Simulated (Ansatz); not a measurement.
Input for Ansatz (a quantum-chemistry and plane-wave program): R-PBE/def2-TZVPPD on H2Se (SMILES [SeH2]) with ghost functions, monomers drawn apart or pushed together. Files ending in .json are basis or fitting sets from the Basis Set Exchange.

Ansatz 0.2 input:
```yaml
crystal:
  periodic: [false, false, false]
  atoms:
    - {symbol: Se, position_ang: [-0.23964647, -0.42058292, 3.05357362]}
    - {symbol: H, position_ang: [0.32444128, 0.25451062, 4.23293930]}
    - {symbol: H, position_ang: [1.09615607, -0.69410355, 2.50992619]}
basis:
  gaussian:
    orbitals: def2-TZVPPD.json
    ghost_atoms:
      - {symbol: C, position_ang: [-0.24367259, -0.09483055, -0.40008142]}
      - {symbol: F, position_ang: [0.25328633, -1.22183524, 0.25290307]}
      - {symbol: H, position_ang: [0.49330603, 0.23447330, -1.13322222]}
      - {symbol: H, position_ang: [-1.17646022, -0.36450977, -0.89614617]}
      - {symbol: H, position_ang: [-0.41956330, 0.68409243, 0.34183621]}
hamiltonian:
  xc: {name: PBE}
scf: {lower_state_search: off}
```

The log:

```
WARN ansatz: RAYON_NUM_THREADS=1 ignored (pool sized by the plan → 1); use --threads N
Functional definition: PBE
these checks for a lower state are left out or cut short: stability, starts, cluster_reference, orbital_swaps, neighbouring_geometries, increment
integrals: 0.12 GiB planned
1045 factors; their error is unknown
mean field: 0.91 GiB planned
mean field evaluation 1: about -65371.7854 eV, gradient 1.4e1 eV
mean field evaluation 2: about -65372.0056 eV, gradient 8.7e0 eV
mean field evaluation 4: about -65372.2346 eV, gradient 1.8e-1 eV
mean field evaluation 8: about -65372.2224 eV, gradient 1.1e-1 eV
mean field evaluation 16: about -65372.2224 eV, gradient 2.8e-6 eV
mean field -65372.22240888 eV, -2402.3848626424 hartree, gradient 2.8e-6 eV, S^2 0.000000; 0 other end points of the search recorded, 0 dependent functions left out
reference -65372.22246479 eV, -2402.3848646972 hartree; 18, 18 occupied and 201, 201 virtual orbitals, 1045 factors
Total energy: -65372.22246479 eV, -2402.3848646972 hartree
Checks for a lower state left out: stability, starts, cluster_reference, orbital_swaps, neighbouring_geometries, increment
```

Self-consistency was reached.

Cost: very roughly 3.0 core-seconds.
